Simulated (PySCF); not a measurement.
HfI₃, SMILES [I][Hf+]([I])[I], charge +1, multiplicity 1.

Geometry: B3LYP-D3(BJ)/def2-SVP. The spin state was assumed, not searched. The isomer is the one that the SMILES or the coordinates give; other isomers of the formula were not compared. The def2 effective core potentials stand for the cores of Hf, I; spin–orbit coupling is left out.

Two levels are set side by side: PBE/def2-TZVP (PySCF) and ωB97X/def2-TZVP (PySCF). Same geometry, gas phase. Differences are taken from unrounded values.

```csv
quantity,PBE
orbital gap (eV),2.17
highest occupied level (eV),-10.99
lowest empty level (eV),-8.82
mean polarisability (bohr³),140.9
```

Task: These are the PBE values. What does ωB97X give? (Estimate from the structure and the level; the computed values follow.)

Result: 
| quantity | ωB97X | PBE minus ωB97X |
|---|---|---|
| orbital gap (eV) | 7.87 | -5.70 |
| highest occupied level (eV) | -14.04 | 3.05 |
| lowest empty level (eV) | -6.17 | -2.65 |
| mean polarisability (bohr³) | 134.6 | 6.3 |

PBE's occupied levels lie high since its potential decays too fast outside the molecule; exact exchange lowers them and widens the gap. PBE's more diffuse valence density responds more strongly to a field. Differences between two approximate levels are no errors against the true value.

Rough cost on one machine, each run with all the roots and properties that it gave: ωB97X against PBE within a factor of 2.
